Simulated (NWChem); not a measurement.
System: CH3CaFN2

Input file for NWChem:

```
start job
memory heap 200 mb stack 900 mb global 1100 mb
geometry units angstroms noautosym nocenter noautoz
  Ca     0.225338    -0.832040     0.000000
  F      0.035952    -2.804200     0.000000
  C      0.322315     1.836451     0.000000
  N      0.300439     1.180648    -1.150395
  N      0.300439     1.180648     1.150395
  H      0.359096     2.945494     0.000000
  H      0.321303     1.791960    -1.958324
  H      0.321303     1.791960     1.958324
end
basis spherical
  * library def2-svpd
end
dft
  xc b3lyp
  iterations 150
end
property
  response 1 0.0
end
task dft property
```

All runs use the structure optimised with PBE0/def2-SVP.

Static field.

Problem. Predict the main results of this run. (B3LYP/def2-SVPD.) Quantities: isotropic polarisability (bohr³); anisotropy (bohr³).

Solution. 
- isotropic polarisability (bohr³): 52.0
- anisotropy (bohr³): 24.0
